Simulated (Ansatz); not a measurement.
Z-matrix (Å, degrees):
```
C
Al 1 1.964
H 1 1.096 2 109.8
H 1 1.092 2 114.5 3 121.8
H 1 1.096 2 109.8 3 -116.4
Al 2 2.593 1 124.6 3 -121.8
Si 2 2.472 1 116.9 3 57.7
H 6 1.597 2 122.0 1 -90.3
H 6 1.597 2 122.2 1 91.2
H 7 1.493 2 114.8 1 8.0
H 7 1.494 2 111.4 1 129.9
H 7 1.495 2 110.2 1 -112.7
```

Charge 0, multiplicity 1.

**Question.** List the B3LYP/def2-TZVPP orbital energies in eV (the Gaussian-basis code of Ansatz). (Estimate.)

**Answer.** The calculation gave: Occupied: -1798.38, -1524.34, -1524.34, -276.21, -142.97, -112.32, -112.32, -98.28, -98.28, -98.26, -73.07, -73.07, -72.87, -72.85, -72.84, -72.83, -18.65, -14.37, -11.34, -10.99, -10.92, -9.92, -9.32, -9.32, -8.20, -7.39, -6.36. Lowest empty: -2.27, -2.19, -0.10, 0.30, 0.63, 1.01, 1.28, 1.46.

B3LYP here is the variant with VWN-RPA as its local correlation; programs differ in this.
